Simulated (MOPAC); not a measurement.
MOPAC input (PM6):

```
PM6 FORCE THERMO(298,298) PRECISE LET GEO-OK AUX(PRECISION=9) THREADS=1
AgF

Ag    0.00000000 1    0.00000000 1   -0.31177091 1
F    -0.00000000 1    0.00000000 1    1.66679150 1
```

From the last part of the output:

```
     F    2   3.764102   3.764103

          HEAT OF FORMATION =      -1.780037 KCALS/MOLE

          ZERO POINT ENERGY       0.899 KCAL/MOL

           NORMAL COORDINATE ANALYSIS (Total motion = 1 Angstrom)

   Root No.       1

                 1 Sig

                 628.9

           1   -0.1498
           2   -0.0000
           3    0.0000
           4    0.8502
           5   -0.0000
           6   -0.0000

           MASS-WEIGHTED COORDINATE ANALYSIS (NORMAL COORDINATES)

   Root No.       1

                 1 Sig

                 628.9

           1   -0.3870
           2    0.0000
           3    0.0000
           4    0.9221
           5   -0.0000
           6   -0.0000

          DESCRIPTION OF VIBRATIONS

 VIBRATION          1    1Sig        ATOM PAIR     ENERGY CONTRIBUTION    RADIAL
 FREQUENCY           628.89         Ag1 -- F 2        +100.0% (100.0%)    100.0%
 TRANSITION DIPOLE   2.2061
 TRAVEL (Ang.)       0.0815
 REDUCED MASS       16.1534
 EFFECTIVE MASS     27.6813
 FORCE CONSTANT      3.7641

      SYMMETRY NUMBER FOR POINT-GROUP C*v =  1

          SYSTEM IS A GROUND STATE

 AgF

          MOLECULE IS LINEAR

          THERE ARE  1 GENUINE VIBRATIONS IN THIS SYSTEM
          THIS THERMODYNAMICS CALCULATION IS LIMITED TO
          MOLECULES WHICH HAVE NO INTERNAL ROTATIONS

                    CALCULATED THERMODYNAMIC PROPERTIES
                                          *
   TEMP. (K)   PARTITION FUNCTION   H.O.F.    ENTHALPY  HEAT CAPACITY ENTROPY
                                   KCAL/MOL   CAL/MOLE    CAL/K/MOL  CAL/K/MOL

 298.00  VIB.     0.1050D+01                    90.6795     0.9705     0.4021
         ROT.     0.7769D+03                   592.1869     1.9872    15.2128
         INT.     0.8161D+03                   682.8664     2.9577    15.6148
         TRA.     0.1381D+28                  1480.4672     4.9680    40.4251
         TOT.                       -1.780    2163.3336     7.9258    56.0399

   *: NOTE: HEATS OF FORMATION ARE RELATIVE TO THE
            ELEMENTS IN THEIR STANDARD STATE AT 298K
              (=  Standard Enthalpy of Formation).

            Hvib:  Zero-point energy is not included.
                   frequencies of less than zero cm-1 are not included.
            Hrot = (3/2)RT
            Htra = (3/2)RT + pV = (5/2)RT

            Heat capacity is Cp, not Cv

          For more information, see: HTTP://OpenMOPAC.net/Manual/thermochemistry.html

           FORCE CONSTANT IN CARTESIAN COORDINATES (Millidynes/A)

    ATOM   CHEMICAL       X               Y               Z
   NUMBER   SYMBOL  FORCE CONSTANT  FORCE CONSTANT  FORCE CONSTANT

      1      Ag        3.764102        0.000095        0.000095
      2       F        3.764102        0.000095        0.000095

 **********************
 *                    *
 * JOB ENDED NORMALLY *
 *                    *
 **********************

 == MOPAC DONE ==
```
